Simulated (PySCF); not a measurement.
**How methods differ on the electron affinity of Sr**

Sr⁻ [Kr] 5s2 5p1 (2P) → Sr [Kr] 5s2 (1S), as a difference of total energies. Calculation: PySCF 2.14, in x2c-TZVPPall with one added diffuse shell each of s, p, d, f type (9s7p7d3f1g, 95 functions); scalar relativity by spin-free X2C-1e. Correlated levels: valence: [Kr] frozen; valence and next inner shell: [Ar] 3d10 frozen. The calculations carry no spin-orbit coupling.

```json
{"method": "UHF", "electron affinity (eV)": "-0.167", "plus first-order spin-orbit estimate": "-0.155", "error of that sum (eV)": "-0.207"}
{"method": "PBE", "electron affinity (eV)": "0.079", "plus first-order spin-orbit estimate": "0.091", "error of that sum (eV)": "+0.039"}
{"method": "PBE0", "electron affinity (eV)": "0.082", "plus first-order spin-orbit estimate": "0.094", "error of that sum (eV)": "+0.042"}
{"method": "r2SCAN", "electron affinity (eV)": "0.139", "plus first-order spin-orbit estimate": "0.151", "error of that sum (eV)": "+0.099"}
{"method": "LC-wPBE", "electron affinity (eV)": "0.121", "plus first-order spin-orbit estimate": "0.133", "error of that sum (eV)": "+0.081"}
{"method": "MP2 (valence)", "electron affinity (eV)": "-0.083", "plus first-order spin-orbit estimate": "-0.071", "error of that sum (eV)": "-0.123"}
{"method": "SCS-MP2 (valence)", "electron affinity (eV)": "-0.109", "plus first-order spin-orbit estimate": "-0.097", "error of that sum (eV)": "-0.149"}
{"method": "CCSD (valence)", "electron affinity (eV)": "0.027", "plus first-order spin-orbit estimate": "0.039", "error of that sum (eV)": "-0.013"}
{"method": "CCSD(T) (valence)", "electron affinity (eV)": "0.063", "plus first-order spin-orbit estimate": "0.075", "error of that sum (eV)": "+0.023"}
{"method": "MP2 (valence and next inner shell)", "electron affinity (eV)": "-0.161", "plus first-order spin-orbit estimate": "-0.148", "error of that sum (eV)": "-0.200"}
{"method": "SCS-MP2 (valence and next inner shell)", "electron affinity (eV)": "-0.173", "plus first-order spin-orbit estimate": "-0.160", "error of that sum (eV)": "-0.212"}
{"method": "CCSD (valence and next inner shell)", "electron affinity (eV)": "-0.031", "plus first-order spin-orbit estimate": "-0.019", "error of that sum (eV)": "-0.071"}
{"method": "CCSD(T) (valence and next inner shell)", "electron affinity (eV)": "-0.003", "plus first-order spin-orbit estimate": "0.009", "error of that sum (eV)": "-0.043"}
```

Reference: 0.052 eV (measured; photodetachment measurements, as compiled on the Wikipedia data page of electron affinities).

A first-order spin-orbit estimate (lowest level to lowest level, LS coupling) adds 0.012 eV.

Errors of the correlated levels include the incompleteness of this basis and the frozen core.

A negative affinity means that the anion lies above the atom at that level of theory.

The coupled-cluster amplitudes are large for Sr⁻ (T1 above 0.03 or a double amplitude above 0.15), so a single reference is strained.

In the anion the highest occupied orbital energy is positive at PBE, PBE0, r2SCAN, a self-interaction effect; the basis confines that electron, and the energy difference can still be sensible.
